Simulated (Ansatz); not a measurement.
`C[O][InH][CH3]` + H₂ → `C[O][InH2]` + CH₄ at 400 K and 1 bar (hydrogenolysis of the In–C bond).

Calculated with Ansatz (gas phase, PBE0-D4/def2-TZVP geometries, no zero-point term in ΔE). CBS: MP2 limit from def2 TZ/QZ plus the TZ coupled-cluster correction, frozen cores. This one scheme is used for every species. def2 core potentials past Kr. For In outer-core shells are correlated without core-valence functions, which leaves a few kJ/mol of doubt a bond. Each species was taken in one conformer, which may not be the lowest.

```json
{"species": "`C[O][InH][CH3]`", "CCSD(T)/CBS energy (Eh)": "-345.29152", "H − E (kJ/mol)": "251.2", "S (J/(mol·K))": "406.6"}
{"species": "H₂", "CCSD(T)/CBS energy (Eh)": "-1.17544", "H − E (kJ/mol)": "38.0", "S (J/(mol·K))": "139.0"}
{"species": "`C[O][InH2]`", "CCSD(T)/CBS energy (Eh)": "-306.01914", "H − E (kJ/mol)": "165.3", "S (J/(mol·K))": "344.2"}
{"species": "CH₄", "CCSD(T)/CBS energy (Eh)": "-40.46206", "H − E (kJ/mol)": "131.3", "S (J/(mol·K))": "197.2"}
```

H − E and S are ideal-gas, rigid-rotor, harmonic terms from PBE0-D4/def2-TZVP, for one conformer and one mirror image of each species. The MP2-based limit puts H₂ 0.8 mEh under its directly extrapolated value; such offsets cancel only in part. 1 Eh = 2625.50 kJ/mol, R = 8.31446 J/(mol·K).

Q: By hand: ΔE, ΔH, ΔS and ΔG.

A: ΔE = (-306.01914) + (-40.46206) − (-345.29152) − (-1.17544) = -0.01424 Eh = -37.4 kJ/mol. Δ(H − E) = 165.3 + 131.3 − 251.2 − 38.0 = 7.4, so ΔH = -30.0 kJ/mol. ΔS = 344.2 + 197.2 − 406.6 − 139.0 = -4.2 J/(mol·K). ΔG = -30.0 − 400 × (-4.2)/1000 = -28.3 kJ/mol.

Q: By hand: the equilibrium constant, and the temperature at which ΔG would vanish if ΔH and ΔS stayed fixed.

A: log₁₀ K = −ΔG/(RT ln 10) = 3.7. ΔG = 0 at ΔH/ΔS = 7143 K, far beyond where these terms or the molecules hold.

The number of gas molecules stays the same, so ΔS is small and ΔH decides. A doubt of 5 kJ/mol in ΔE shifts log₁₀ K by 0.7 here. Other conformers and mirror images would add mixing entropy, several J/(mol·K) or more a flexible species. Modes under 60 cm⁻¹, often nearly free rotors, make the harmonic entropy too high. These are equilibria of isolated gas molecules and say nothing of rates. Largest T1 diagnostic: 0.017 (customary marks: 0.02 for closed shells, 0.045 for open ones).
